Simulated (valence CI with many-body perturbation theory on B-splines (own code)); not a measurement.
**Level structure of Pt XXX**

Level of theory: configuration interaction combined with many-body perturbation theory (CI+MBPT): three valence electrons over a frozen Dirac-Fock core [Kr] 4d10, a basis of 7 s, 7 p, 7 d, 7 f, 4 g, 2 h functions for each j, with the one-electron correlation potential Σ1, the two-electron term Σ2, the three-electron term Σ3, Breit, model QED; selected CI, second order for the rest, scaled by the run's own slope (own B-spline code, finite nucleus).

The last digits are not significant, and no measured levels were compared; by estimate large intervals hold to a few tenths of a per cent, small ones and those within an open d or f shell to about a per cent. Excitations out of the core, of the other parity, are not computed and may begin above about 180 eV (a cautious bound); beyond it only levels of the ground parity were kept, without lifetimes.

Levels 1 to 45 of 128, with energies above the lowest level, (4f5/2^3) J=9/2. "Leading %" is the weight of the configuration and term that name the level; weights of strongly mixed levels are sums over their largest components and can fall short. In the jj column 3d3/2^4 stands for four electrons in 3d with j = 3/2. Lifetimes count E1, E2, E3, M1 and M2 decay at the calculated energies, and are blank where another channel may lead or the interval is too uncertain; long ones can be off by a factor of two.

| No. | Configuration | Term | J | E (cm⁻¹) | Leading % | Lifetime | Leading jj | Second component |
| --- | --- | --- | --- | --- | --- | --- | --- | --- |
| 1 | 4f³ | ⁴I° | 9/2 | 0 | 78 |  | 4f5/2^3 (88 %) | 20 % 4f³ ²H° |
| 2 | 4f³ | ⁴I° | 11/2 | 31145 | 93 | 925 μs | 4f5/2^2 4f7/2 (96 %) | 6 % 4f³ ²H° |
| 3 | 4f³ | ⁴F° | 3/2 | 40130 | 54 |  | 4f5/2^3 (86 %) | 31 % 4f³ ²D° |
| 4 | 4f³ | ⁴I° | 13/2 | 54944 | 84 | 1.91 ms | 4f5/2^2 4f7/2 (50 %) | 14 % 4f³ ²K° |
| 5 | 4f³ | ²G° | 9/2 | 57032 | 34 | 882 μs | 4f5/2^2 4f7/2 (86 %) | 31 % 4f³ ²H° |
| 6 | 4f³ | ⁴F° | 5/2 | 59607 | 44 | 10.6 ms | 4f5/2^3 (60 %) | 33 % 4f³ ⁴G° |
| 7 | 4f³ | ⁴S° | 3/2 | 69681 | 54 | 2.65 ms | 4f5/2^2 4f7/2 (91 %) | 25 % 4f³ ²P° |
| 8 | 4f³ | ⁴G° | 5/2 | 69812 | 48 | 2.83 ms | 4f5/2^2 4f7/2 (78 %) | 40 % 4f³ ⁴F° |
| 9 | 4f³ | ²G° | 7/2 | 70689 | 47 | 5.26 ms | 4f5/2^2 4f7/2 (94 %) | 42 % 4f³ ⁴F° |
| 10 | 4f³ | ⁴I° | 15/2 | 73811 | 65 | 6.13 ms | 4f5/2^2 4f7/2 (43 %) | 29 % 4f³ ²K° |
| 11 | 4f³ | ⁴G° | 7/2 | 84187 | 68 | 1.75 ms | 4f5/2^2 4f7/2 (86 %) | 24 % 4f³ ⁴F° |
| 12 | 4f³ | ²K° | 13/2 | 93597 | 80 | 523 μs | 4f5/2 4f7/2^2 (54 %) | 15 % 4f³ ⁴I° |
| 13 | 4f³ | ⁴F° | 9/2 | 94540 | 57 | 984 μs | 4f5/2 4f7/2^2 (76 %) | 26 % 4f³ ²H° |
| 14 | 4f³ | ²H° | 11/2 | 95249 | 58 | 1.21 ms | 4f5/2 4f7/2^2 (52 %) | 26 % 4f³ ⁴G° |
| 15 | 4f³ | ⁴D° | 3/2 | 100690 | 29 | 972 μs | 4f5/2^2 4f7/2 (54 %) | 29 % 4f³ ²D° |
| 16 | 4f³ | ²P° | 1/2 | 101750 | 55 | 1.18 ms | 4f5/2^2 4f7/2 (93 %) | 45 % 4f³ ⁴D° |
| 17 | 4f³ | ⁴D° | 5/2 | 106930 | 41 | 1.12 ms | 4f5/2^2 4f7/2 (82 %) | 40 % 4f³ ²D° |
| 18 | 4f³ | ²G° | 7/2 | 107690 | 50 | 648 μs | 4f5/2 4f7/2^2 (92 %) | 32 % 4f³ ⁴F° |
| 19 | 4f³ | ⁴G° | 9/2 | 108290 | 75 | 714 μs | 4f5/2 4f7/2^2 (74 %) | 21 % 4f³ ²H° |
| 20 | 4f³ | ²L° | 15/2 | 109870 | 51 | 776 μs | 4f5/2^2 4f7/2 (53 %) | 28 % 4f³ ⁴I° |
| 21 | 4f³ | ²H° | 11/2 | 117450 | 67 | 1.49 ms | 4f5/2^2 4f7/2 (53 %) | 27 % 4f³ ²I° |
| 22 | 4f³ | ²D° | 3/2 | 120370 | 39 | 824 μs | 4f5/2 4f7/2^2 (61 %) | 27 % 4f³ ⁴D° |
| 23 | 4f³ | ²D° | 5/2 | 126690 | 76 | 700 μs | 4f5/2 4f7/2^2 (89 %) | 12 % 4f³ ⁴D° |
| 24 | 4f³ | ⁴G° | 11/2 | 133070 | 55 | 909 μs | 4f5/2 4f7/2^2 (82 %) | 38 % 4f³ ²I° |
| 25 | 4f³ | ²H° | 9/2 | 134930 | 51 | 606 μs | 4f5/2 4f7/2^2 (48 %) | 25 % 4f³ ²G° |
| 26 | 4f³ | ⁴D° | 1/2 | 138380 | 55 | 1.12 ms | 4f5/2 4f7/2^2 (93 %) | 45 % 4f³ ²P° |
| 27 | 4f³ | ⁴D° | 7/2 | 144370 | 89 | 1.24 ms | 4f5/2 4f7/2^2 (67 %) | 8 % 4f³ ²F° |
| 28 | 4f³ | ²I° | 13/2 | 144510 | 93 | 1.23 ms | 4f5/2 4f7/2^2 (96 %) | 7 % 4f³ ²K° |
| 29 | 4f³ | ²D° | 3/2 | 146670 | 47 | 368 μs | 4f5/2 4f7/2^2 (78 %) | 25 % 4f³ ⁴D° |
| 30 | 4f³ | ²L° | 17/2 | 148950 | 100 | 1.41 ms | 4f5/2 4f7/2^2 (100 %) |  |
| 31 | 4f³ | ²K° | 15/2 | 149960 | 50 | 420 μs | 4f7/2^3 (58 %) | 43 % 4f³ ²L° |
| 32 | 4f³ | ²H° | 9/2 | 152830 | 41 | 439 μs | 4f7/2^3 (65 %) | 40 % 4f³ ²G° |
| 33 | 4f³ | ²F° | 5/2 | 159540 | 52 | 259 μs | 4f5/2 4f7/2^2 (92 %) | 33 % 4f³ ⁴D° |
| 34 | 4f³ | ²D° | 3/2 | 173090 | 54 | 343 μs | 4f7/2^3 (82 %) | 26 % 4f³ ²P° |
| 35 | 4f³ | ²H° | 11/2 | 176370 | 62 | 358 μs | 4f7/2^3 (75 %) | 22 % 4f³ ²I° |
| 36 | 4f³ | ²F° | 7/2 | 187200 | 83 | 410 μs | 4f5/2 4f7/2^2 (58 %) | 7 % 4f³ ²G° |
| 37 | 4f³ | ²D° | 5/2 | 194170 | 60 | 289 μs | 4f7/2^3 (77 %) | 25 % 4f³ ²F° |
| 38 | 4f³ | ²G° | 9/2 | 196070 | 89 | 677 μs | 4f5/2 4f7/2^2 (78 %) | 10 % 4f³ ²H° |
| 39 | 4f³ | ²G° | 7/2 | 198460 | 82 | 925 μs | 4f5/2^2 4f7/2 (47 %) | 17 % 4f³ ²F° |
| 40 | 4f³ | ²F° | 7/2 | 267040 | 85 | 160 μs | 4f7/2^3 (55 %) | 11 % 4f³ ²G° |
| 41 | 4f³ | ²F° | 5/2 | 273230 | 99 |  | 4f5/2 4f7/2^2 (82 %) |  |
| 42 | 4f²5s | ⁴H | 7/2 | 1342300 | 88 | 3.09 μs | 4f5/2^2 5s (97 %) | 11 % 4f²5s ²G |
| 43 | 4f²5s | ⁴H | 9/2 | 1348400 | 50 | 1.69 μs | 4f5/2^2 5s (96 %) | 35 % 4f²5s ²H |
| 44 | 4f²5s | ⁴F | 3/2 | 1364100 | 84 | 981 ns | 4f5/2^2 5s (88 %) | 15 % 4f²5s ²D |
| 45 | 4f²5s | ⁴F | 5/2 | 1369100 | 55 | 936 ns | 4f5/2^2 5s (87 %) | 28 % 4f²5s ²F |

The ionisation energy to 4f² ³H4 of the next ion comes out as 1020 eV (NIST: 1040 ± 50 eV (theoretical)). All 128 levels together are meant to be complete up to 1450700 cm⁻¹.
